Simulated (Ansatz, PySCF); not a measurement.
This Ansatz (an electronic-structure program) input computes a PBE/def2-TZVPD energy:

Ansatz 0.2 input:
```yaml
crystal:
  periodic: [false, false, false]
  atoms:
    - {symbol: I, position_ang: [-0.00000000, -0.00000000, -0.03033808]}
    - {symbol: H, position_ang: [0.00000000, 0.00000000, 1.60791815]}
basis:
  gaussian:
    orbitals: def2-TZVPD
hamiltonian:
  xc: {name: PBE}
total_charge: 1
magnetization: {spin_polarized: true, initial_magnetization: 1}
output: {forces: true}
```

Task: Write an input for the same energy in PySCF and say what it gives.

Result: 
```python
from pyscf import gto, scf, dft

mol = gto.M(
    atom='''
    I    -0.00000000   -0.00000000   -0.03033808
    H     0.00000000    0.00000000    1.60791815
    ''',
    basis='def2-tzvpd',
    ecp='def2-tzvp',
    charge=1,
    spin=1,
    symmetry='C2v',
    verbose=4,
)

mf = dft.UKS(mol, xc='pbe').density_fit(auxbasis='def2-universal-jkfit')
mf.grids.level = 3
mf.conv_tol = 1e-9
mf.max_cycle = 100
mf.max_memory = 1500
mf.kernel()
if not mf.converged:
    mf = mf.newton()
    mf.kernel(mf.make_rdm1())
mf.analyze()
```
It gives -297.90501 Eh, and Ansatz -297.90499 Eh, a difference of 0.02 mEh, from the treatment of integrals and grids.
